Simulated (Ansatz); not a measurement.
The cluster Ti2O4⁺ (the lowest doublet isomer of a short search). The state is a doublet with charge 1. Geometry r2SCAN-D4/def2-SVP, basis def2-TZVP, Ansatz.

```xyz
6

Ti   -0.2803   -0.3603    1.3314
Ti    0.2823    0.2866   -1.2432
O    -1.0577   -0.4354   -0.4054
O     0.1807   -1.8304    1.6659
O     1.1115    0.4007    0.2804
O    -0.2366    1.9388   -1.6291
```

```csv
run,HOMO (eV),LUMO (eV)
A,-14.16,-10.40
B,-15.64,-8.87
C,-16.94,-7.85
D,-12.60,-11.93
```

LC-ωPBE has ω = 0.4 bohr⁻¹. No other spin state of charge 1 was run. The structure comes from a short search, and lower isomers may exist.

HOMO and LUMO are taken over both spins.

Task: The runs used BHLYP, LC-ωPBE, PBE, PBE0. Estimate which is which.

Result: A PBE0 (25 % exact exchange); B BHLYP (50 % exact exchange); C LC-ωPBE (range-separated); D PBE (0 % exact exchange). Exact exchange lowers occupied and raises empty levels; among semilocal functionals meta-GGAs tend to open the gap a little, and such runs are hard to tell apart. The gap grows from 0.67 eV (PBE) to 9.09 eV (LC-ωPBE).
